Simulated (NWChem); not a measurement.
System: CH7FN2Si; SMILES F[Si@H](NC)N

The following NWChem deck was run.

```
start job
memory heap 200 mb stack 900 mb global 1100 mb
geometry units angstroms noautosym nocenter noautoz
  C      0.232899    -2.414864     0.146604
  N     -0.171945    -1.140557    -0.434274
  Si    -0.194258     0.368448     0.366095
  N     -1.283402     1.378530    -0.497244
  F      1.190940     1.213130     0.364535
  H      0.186911    -2.343129     1.238079
  H     -0.441831    -3.225204    -0.158899
  H      1.258397    -2.703990    -0.125230
  H     -0.182165    -1.131477    -1.448075
  H     -0.448992     0.059754     1.795870
  H     -1.211992     2.385658    -0.429008
  H     -2.233400     1.079248    -0.673578
end
basis spherical
  * library def2-svp
end
dft
  xc b3lyp
  iterations 150
  mulliken
end
task dft energy
esp
  recalculate
  probe 0.07
  range 0.3
  factor 1.0
  spacing 0.02
end
task esp
```

Excerpt of the output:

```
             Northwest Computational Chemistry Package (NWChem) 7.3.0
             --------------------------------------------------------

                             Geometry "geometry" -> ""
                             -------------------------

 Output coordinates in angstroms (scale by  1.889725989 to convert to a.u.)

  No.       Tag          Charge          X              Y              Z
 ---- ---------------- ---------- -------------- -------------- --------------
    1 C                    6.0000     0.23289900    -2.41486400     0.14660400
    2 N                    7.0000    -0.17194500    -1.14055700    -0.43427400
    3 Si                  14.0000    -0.19425800     0.36844800     0.36609500
    4 N                    7.0000    -1.28340200     1.37853000    -0.49724400
    5 F                    9.0000     1.19094000     1.21313000     0.36453500
    6 H                    1.0000     0.18691100    -2.34312900     1.23807900
    7 H                    1.0000    -0.44183100    -3.22520400    -0.15889900
    8 H                    1.0000     1.25839700    -2.70399000    -0.12523000
    9 H                    1.0000    -0.18216500    -1.13147700    -1.44807500
   10 H                    1.0000    -0.44899200     0.05975400     1.79587000
   11 H                    1.0000    -1.21199200     2.38565800    -0.42900800
   12 H                    1.0000    -2.23340000     1.07924800    -0.67357800

 Effective nuclear repulsion energy (a.u.)     251.6845356996

                                 NWChem DFT Module
                                 -----------------

 Summary of "ao basis" -> "ao basis" (spherical)
 ------------------------------------------------------------------------------
       Tag                 Description            Shells   Functions and Types
 ---------------- ------------------------------  ------  ---------------------
 C                          def2-svp                 6       14   3s2p1d
 N                          def2-svp                 6       14   3s2p1d
 Si                         def2-svp                 8       18   4s3p1d
 F                          def2-svp                 6       14   3s2p1d
 H                          def2-svp                 3        5   2s1p

            General Information
            -------------------
          SCF calculation type: DFT
          Wavefunction type:  closed shell.
          No. of atoms     :    12
          No. of electrons :    50
           Alpha electrons :    25
            Beta electrons :    25
          Charge           :     0
          Spin multiplicity:     1
          Use of symmetry is: off; symmetry adaption is: off
          Maximum number of iterations: 150
          AO basis - number of functions:   109
                     number of shells:    53
          Convergence on energy requested:  1.00D-06
          Convergence on density requested:  1.00D-05
          Convergence on gradient requested:  5.00D-04

              XC Information
              --------------
                         B3LYP Method XC Potential
                     Hartree-Fock (Exact) Exchange  0.200
                        Slater Exchange Functional  0.800 local
                    Becke 1988 Exchange Functional  0.720 non-local
              Lee-Yang-Parr Correlation Functional  0.810
                  VWN I RPA Correlation Functional  0.190 local

             Grid Information
             ----------------
          Grid used for XC integration:  medium
          Radial quadrature: Mura-Knowles
          Angular quadrature: Lebedev.
          Tag              B.-S. Rad. Rad. Pts. Rad. Cut. Ang. Pts.
          ---              ---------- --------- --------- ---------
          C                   0.70       49          12.0       434
          N                   0.65       49          12.0       434
          Si                  1.10       88          10.0       590
          F                   0.50       49          12.0       434
          H                   0.35       45          13.0       434
          Grid pruning is: on
          Number of quadrature shells:   599
          Spatial weights used:  Erf1

      Superposition of Atomic Density Guess
      -------------------------------------

 Sum of atomic energies:        -537.63918247

      Non-variational initial energy
      ------------------------------

 Total energy =    -539.998644
 1-e energy   =   -1240.917647
 2-e energy   =     449.234467
 HOMO         =      -0.311392
 LUMO         =       0.076044

     ---------------------------------------------
      Total Density - Mulliken Population Analysis
     ---------------------------------------------

    Atom       Charge   Shell Charges
 -----------   ------   -------------------------------------------------------
    1 C    6     6.01   1.99  0.93  0.19  1.94  0.93  0.04
    2 N    7     7.75   1.99  1.03  0.47  2.55  1.71  0.01
    3 Si  14    12.76   2.00  1.99  0.86  0.15  5.93  0.92  0.57  0.35
    4 N    7     7.77   1.99  1.02  0.44  2.61  1.70  0.01
    5 F    9     9.58   1.99  1.15  0.78  3.52  2.14  0.00
    6 H    1     0.92   0.68  0.21  0.02
    7 H    1     0.92   0.69  0.21  0.02
    8 H    1     0.92   0.69  0.21  0.02
    9 H    1     0.75   0.60  0.11  0.04
   10 H    1     1.12   0.70  0.41  0.01
   11 H    1     0.75   0.59  0.12  0.05
   12 H    1     0.75   0.58  0.12  0.05

   convergence    iter        energy       DeltaE   RMS-Dens  Diis-err
 ---------------- ----- ----------------- --------- --------- ---------
 d= 0,ls=0.0,diis     1   -540.9309579778 -7.93D+02  1.16D-02  7.04D-01
 d= 0,ls=0.0,diis     2   -540.9258679330  5.09D-03  5.72D-03  9.26D-01
 d= 0,ls=0.0,diis     3   -541.0072593547 -8.14D-02  9.01D-04  2.94D-02
 d= 0,ls=0.0,diis     4   -541.0094253579 -2.17D-03  3.11D-04  2.34D-03
 d= 0,ls=0.0,diis     5   -541.0096224516 -1.97D-04  9.85D-05  3.07D-04
  Resetting Diis
 d= 0,ls=0.0,diis     6   -541.0096533423 -3.09D-05  1.64D-05  2.83D-06
 d= 0,ls=0.0,diis     7   -541.0096536161 -2.74D-07  1.12D-05  6.93D-07
 d= 0,ls=0.0,diis     8   -541.0096535448  7.13D-08  6.57D-06  1.30D-06

         Total DFT energy =     -541.009653544817
      One electron energy =    -1245.985717307834
           Coulomb energy =      506.696382026050
    Exchange-Corr. energy =      -53.404853962680
 Nuclear repulsion energy =      251.684535699648

 Numeric. integr. density =       49.999996629387

                       DFT Final Molecular Orbital Analysis
                       ------------------------------------

 Vector   23  Occ=2.000000D+00  E=-3.423135D-01
              MO Center= -5.5D-02,  1.9D-01,  7.4D-01, r^2= 3.0D+00
   Bfn.  Coefficient  Atom+Function         Bfn.  Coefficient  Atom+Function
  ----- ------------  ---------------      ----- ------------  ---------------
    66      0.339293   5 F  pz               95      0.327557  10 H  s
    69     -0.239795   5 F  pz               96      0.223179  10 H  s
    38      0.210034   3 Si pz               20      0.168366   2 N  pz
    90      0.144627   9 H  s                19      0.134212   2 N  py
    17     -0.124205   2 N  s                35     -0.115584   3 Si pz

 Vector   24  Occ=2.000000D+00  E=-2.606063D-01
              MO Center= -1.1D+00,  1.1D+00, -3.2D-01, r^2= 1.9D+00
   Bfn.  Coefficient  Atom+Function         Bfn.  Coefficient  Atom+Function
  ----- ------------  ---------------      ----- ------------  ---------------
    52      0.501777   4 N  pz               55     -0.419514   4 N  pz
    96      0.213874  10 H  s                50     -0.180795   4 N  px
    95      0.158295  10 H  s                53      0.143543   4 N  px
    17     -0.110466   2 N  s                39      0.095088   3 Si px
    49      0.093309   4 N  s                41     -0.088994   3 Si pz

 Vector   25  Occ=2.000000D+00  E=-2.442650D-01
              MO Center= -1.2D-01, -1.2D+00, -3.2D-01, r^2= 2.0D+00
   Bfn.  Coefficient  Atom+Function         Bfn.  Coefficient  Atom+Function
  ----- ------------  ---------------      ----- ------------  ---------------
    18      0.514183   2 N  px               21     -0.433528   2 N  px
    85      0.190017   8 H  s                80     -0.161153   7 H  s
     4      0.144663   1 C  px               86      0.134370   8 H  s
    39     -0.111902   3 Si px               81     -0.110858   7 H  s
    19      0.102840   2 N  py               65      0.101622   5 F  py

 Vector   26  Occ=0.000000D+00  E= 5.239288D-02
              MO Center= -1.4D+00,  1.2D+00, -4.7D-01, r^2= 5.2D+00
   Bfn.  Coefficient  Atom+Function         Bfn.  Coefficient  Atom+Function
  ----- ------------  ---------------      ----- ------------  ---------------
    49      1.342487   4 N  s               106     -0.831355  12 H  s
   101     -0.746000  11 H  s                32     -0.706217   3 Si s
    17      0.533332   2 N  s                91     -0.432866   9 H  s
    96      0.318047  10 H  s                48      0.222505   4 N  s
    76      0.215223   6 H  s                53     -0.177899   4 N  px

 Vector   27  Occ=0.000000D+00  E= 5.868452D-02
              MO Center=  1.9D-01, -1.7D+00, -2.3D-01, r^2= 6.0D+00
   Bfn.  Coefficient  Atom+Function         Bfn.  Coefficient  Atom+Function
  ----- ------------  ---------------      ----- ------------  ---------------
     3      1.738371   1 C  s                81     -0.896508   7 H  s
    86     -0.866417   8 H  s                91     -0.750777   9 H  s
    17      0.693965   2 N  s                76     -0.686866   6 H  s
    40      0.428673   3 Si py                8     -0.373760   1 C  py
    49     -0.346384   4 N  s                39     -0.316212   3 Si px

 Vector   28  Occ=0.000000D+00  E= 9.052919D-02
              MO Center= -2.2D-01,  2.1D-01,  5.4D-01, r^2= 4.1D+00
   Bfn.  Coefficient  Atom+Function         Bfn.  Coefficient  Atom+Function
  ----- ------------  ---------------      ----- ------------  ---------------
    39      0.963545   3 Si px               40      0.609723   3 Si py
    63     -0.534667   5 F  s                17      0.400095   2 N  s
    76     -0.379002   6 H  s                41      0.301673   3 Si pz
     3      0.281256   1 C  s               106      0.281900  12 H  s
    21     -0.266095   2 N  px              101     -0.246729  11 H  s

     ---------------------------------------------
      Total Density - Mulliken Population Analysis
     ---------------------------------------------

    Atom       Charge   Shell Charges
 -----------   ------   -------------------------------------------------------
    1 C    6     5.87   1.98  0.90  0.08  2.10  0.76  0.04
    2 N    7     7.42   1.99  0.98  0.46  2.49  1.48  0.01
    3 Si  14    13.23   2.00  1.98  0.94  0.05  5.93  1.19  0.65  0.49
    4 N    7     7.36   1.99  0.97  0.42  2.49  1.48  0.01
    5 F    9     9.35   1.99  1.12  0.80  3.36  2.07  0.00
    6 H    1     0.99   0.75  0.21  0.02
    7 H    1     0.99   0.75  0.22  0.02
    8 H    1     0.99   0.75  0.21  0.02
    9 H    1     0.88   0.72  0.11  0.04
   10 H    1     1.17   0.76  0.40  0.01
   11 H    1     0.88   0.71  0.12  0.05
   12 H    1     0.88   0.71  0.12  0.05

     -------------------------------------------
      Total Density - Lowdin Population Analysis
     -------------------------------------------

    Atom       Charge   Shell Charges
 -----------   ------   -------------------------------------------------------
    1 C    6     5.98   1.96  0.57  0.30  1.87  1.18  0.10
    2 N    7     7.22   1.97  0.72  0.43  2.31  1.76  0.03
    3 Si  14    13.46   2.00  1.92  0.58  0.28  5.81  1.22  0.87  0.77
    4 N    7     7.23   1.97  0.70  0.44  2.28  1.82  0.02
    5 F    9     9.22   1.98  1.02  0.77  3.23  2.23  0.01
    6 H    1     0.98   0.65  0.27  0.06
    7 H    1     0.99   0.65  0.27  0.06
    8 H    1     0.99   0.65  0.27  0.06
    9 H    1     0.93   0.60  0.21  0.13
   10 H    1     1.14   0.67  0.45  0.02
   11 H    1     0.93   0.59  0.21  0.13
   12 H    1     0.93   0.59  0.21  0.13

     Multipole analysis of the density
     ---------------------------------

     L   x y z        total         alpha         beta         nuclear
     -   - - -        -----         -----         ----         -------
     0   0 0 0     -0.000000    -25.000000    -25.000000     50.000000

     1   1 0 0     -0.709953      3.296219      3.296219     -7.302391
     1   0 1 0     -0.315120      2.323717      2.323717     -4.962555
     1   0 0 1     -0.312494     -2.957106     -2.957106      5.601719

     2   2 0 0    -27.299847    -74.109993    -74.109993    120.920140
     2   1 1 0     -3.084079     16.176673     16.176673    -35.437425
     2   1 0 1      0.323005    -17.215539    -17.215539     34.754084
     2   0 2 0    -24.981741   -197.985052   -197.985052    370.988363
     2   0 1 1      0.275596     -0.502696     -0.502696      1.280988
     2   0 0 2    -27.802640    -38.516311    -38.516311     49.229982

                     NWChem Electrostatic Potential Fit Module
                     -----------------------------------------

 Atom parameters

 Number of atoms is                                   12
 Number of basis functions is                        109

 Grid parameters

 Maximum number of grid points is                  46923
 Number of grid points is                          46922
 Grid range                                     0.300000 nm
 Grid spacing                                   0.020000 nm
 Probe radius                                   0.070000 nm
 Atom radius factor                             1.000000

 Atomic radii

    1    0.100000
    6    0.147000
    7    0.140000
    9    0.128000
   14    0.187000
 FASTESP  F
  using M.O. file = ./job.movecs

    Atom              Coordinates                           Charge

                                                  ESP

    1 C     0.023290   -0.241486    0.014660    0.214125
    2 N    -0.017195   -0.114056   -0.043427   -0.602166
    3 Si   -0.019426    0.036845    0.036610    0.929732
    4 N    -0.128340    0.137853   -0.049724   -0.888976
    5 F     0.119094    0.121313    0.036454   -0.352581
    6 H     0.018691   -0.234313    0.123808   -0.000426
    7 H    -0.044183   -0.322520   -0.015890   -0.028420
    8 H     0.125840   -0.270399   -0.012523   -0.018152
    9 H    -0.018217   -0.113148   -0.144808    0.282423
   10 H    -0.044899    0.005975    0.179587   -0.185553
   11 H    -0.121199    0.238566   -0.042901    0.347598
   12 H    -0.223340    0.107925   -0.067358    0.302397
                                            ------------
                                               -0.000000

 Dipole moment                                  0.836474

 Quadrupole moment Qxx                         -5.090251
                   Qyy                          7.210908
                   Qzz                         -2.120657

 RMS deviation kJ/mol                           0.054585

 RRMS %                                        31.168646
```

Level: B3LYP/def2-SVP. Geometry: optimised at B3LYP/6-31G* (spherical d).
